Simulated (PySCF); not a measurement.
```xyz
3
charge 0 multiplicity 4, angstrom
In    0.7751   -1.7615    0.0000
In   -1.5608    0.0047    0.0000
In    0.7857    1.7569    0.0000
```

Computed with UPBE0 in PySCF with In def2-TZVP with ECP28; scalar-relativistic core potentials, no spin–orbit coupling; density-fitted integrals.

This geometry of In3 is a stationary point at this level.

Task: What is the point group?

Result: C2v.

Task: Is it a minimum?

Result: Yes: all harmonic wavenumbers are real, though the softest, 43 cm⁻¹, leaves little margin.

Task: Give the atomic charges and bond orders.

Result: 
| atom | Mulliken | Löwdin | polar tensor | spin (Mulliken) | Mayer order to In1 |
| --- | --- | --- | --- | --- | --- |
| In1 | 0.05 | 0.07 | 0.11 | 0.92 | – |
| In2 | -0.11 | -0.14 | -0.23 | 1.15 | 0.93 |
| In3 | 0.05 | 0.07 | 0.11 | 0.92 | 0.56 |
Other Mayer orders above 0.3: In–In 0.93.

Task: What is the atomisation energy, with and without zero-point energy?

Result: 274 kJ/mol without, 272 kJ/mol with.

Only a few start shapes were tried, so a lower isomer may exist. No spin–orbit coupling is included, which matters more the heavier the element.
